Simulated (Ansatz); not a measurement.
Consider the cleavage of the B–Ge bond: `O[BH][GeH3]` + `[SiH3]N[SiH3]` → `OBN([SiH3])[SiH3]` + GeH₄.

Calculated with Ansatz (gas phase, PBE0-D4/def2-TZVP geometries, no zero-point term in ΔE). CCSD(T)/CBS is the MP2 limit (def2-TZVPP, def2-QZVPP) plus CCSD(T) − MP2 in def2-TZVPP, frozen cores. This one scheme is used for every species. DFT in def2-TZVPP. B3LYP here is the variant with VWN-RPA as its local correlation; programs differ in this. For Ge outer-core shells are correlated without core-valence functions, which leaves a few kJ/mol of doubt a bond. Scalar relativity is left out up to krypton. One conformer a species, not always the lowest.

| level | ΔE (kcal/mol) | difference from CCSD(T)/CBS |
| --- | --- | --- |
| r2SCAN-D4 | -30.7 | -0.8 |
| PBE0-D4 | -29.6 | 0.3 |
| B3LYP-D4 | -30.5 | -0.6 |
| ωB97X-V | -30.1 | -0.2 |
| ωB97M-V | -31.0 | -1.1 |
| B2PLYP | -30.0 | -0.1 |
| r2SCAN | -30.4 | -0.5 |
| B3LYP | -28.6 | 1.3 |
| HF/def2-TZVPP | -31.2 | -1.3 |
| MP2/def2-TZVPP | -31.6 | -1.7 |
| CCSD(T)/def2-TZVPP | -30.6 | -0.7 |
| HF/def2-QZVPP | -31.5 | -1.6 |
| MP2/def2-QZVPP | -31.4 | -1.5 |
| HF/CBS(def2) | -31.5 | -1.6 |
| MP2/CBS(def2) | -31.0 | -1.1 |
| CCSD/CBS(def2) | -29.7 | 0.2 |
| CCSD(T)/CBS | -29.9 | 0 |

Largest T1 diagnostic among the species: 0.013.

From PBE to PBE0 (25 % exact exchange), in def2-TZVPP and without D4, ΔE moves by −1.2 kcal/mol. The D4 term adds −1.8 kcal/mol with B3LYP and −1.0 kcal/mol with PBE0; it sums over pairs of atoms, weighted by their polarisabilities, and B3LYP, whose exchange is more repulsive, gets the larger term.
